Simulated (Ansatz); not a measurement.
Coupled-cluster diagnostics for LaBr₃, Ansatz.

Geometry of the singlet (PBE0-D4/def2-SVP):

```xyz
4

La    0.232   -0.155   -0.140
Br   -0.022    1.918   -1.935
Br    1.471    0.373    2.263
Br   -1.681   -2.137   -0.189
```

In the def2 sets La takes a core potential; there is no spin–orbit coupling. Correlated methods freeze 27 core orbitals; core or outer-core shells of La, Br are correlated, in sets that lack core-valence functions.

(1) Estimate the CCSD(T) correlation energy, the shares of MP2 and (T), T1 and the reference's ⟨S²⟩ for: charge 0, singlet, own geometry in def2-SVP; charge 1, doublet, vertical in def2-SVP; and the rough time on 4 threads of Arm Neoverse V1 on a shared host.

Answers

(1) 
```tsv
state	basis	correlation (eV)	MP2 share (%)	(T) share (%)	T1	⟨S²⟩ (pure)	wall time
charge 0, singlet, own geometry	def2-SVP	-23.566	97.1	2.4	0.010	0.00 (0.00)	10 s
charge 1, doublet, vertical	def2-SVP	-23.142	96.0	2.7	0.024	0.76 (0.75)	2.3 min
```
Customary marks for T1 are 0.02 (closed shells), 0.045 (open shells) and about 0.05 (3d metals). T1 exceeds 0.02 in 1 of 2 rows and 0.045 in 0; the higher it lies, the less the single-reference result can be trusted.
